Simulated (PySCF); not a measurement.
Orbital picture of ZrSe

ωB97X at R = 2.326 Å; basis Zr def2-TZVPP with ECP28, Se def2-TZVPP; scalar-relativistic core potentials; PySCF 2.14. State: ³Δ (triplet), unpaired electrons σ ↑, δ ↑. Only the outer orbitals are listed, counted within each symmetry, core potentials removing the inner ones.

| spin | orbital | occ. | ε (eV) | on Zr (%) | main shells (%) |
| --- | --- | --- | --- | --- | --- |
| α | 9σ | 1 | -19.51 | 11 | 88 Se s |
| α | 10σ | 1 | -9.29 | 26 | 71 Se p, 22 Zr d |
| α | 5π | 1 | -8.61 | 26 | 73 Se p, 22 Zr d |
| α | 5π | 1 | -8.61 | 26 | 73 Se p, 22 Zr d |
| α | 2δ | 1 | -7.58 | 100 | 100 Zr d |
| α | 11σ | 1 | -6.98 | 100 | 74 Zr s, 22 Zr d |
| α | 12σ | 0 | -0.26 | 82 | 37 Zr d, 36 Zr p, 17 Se p |
| α | 6π | 0 | -0.19 | 94 | 51 Zr p, 43 Zr d |
| α | 6π | 0 | -0.19 | 94 | 51 Zr p, 43 Zr d |
| β | 9σ | 1 | -19.58 | 11 | 89 Se s |
| β | 10σ | 1 | -9.19 | 23 | 75 Se p, 14 Zr d, 8 Zr s |
| β | 5π | 1 | -8.61 | 23 | 77 Se p, 18 Zr d |
| β | 5π | 1 | -8.61 | 23 | 77 Se p, 18 Zr d |
| β | 11σ | 0 | -1.57 | 100 | 80 Zr s, 14 Zr d |
| β | 12σ | 0 | 0.22 | 90 | 45 Zr p, 44 Zr d, 9 Se p |
| β | 2δ | 0 | 0.23 | 100 | 100 Zr d |

**Question.** Which are the highest filled and the lowest empty level, where do they sit, and how wide is the gap?

**Answer.** Highest filled α 11σ at -6.98 eV (in %: 74 Zr s, 22 Zr d); lowest empty β 11σ at -1.57 eV (in %: 80 Zr s, 14 Zr d); the gap at ωB97X is 5.41 eV.

* bond order (Mayer): 2.48
* ⟨S²⟩: 2.007
* charge on Zr (Mulliken, basis-dependent): 0.37
* charge on Zr (Löwdin, basis-dependent): -0.27
* dipole moment (positive dipole means Zr(−)Se(+)): -6.37 D

Spin–orbit coupling is left out. With d or f electrons several states lie close, and the lowest PBE0 determinant need not be the measured ground state.
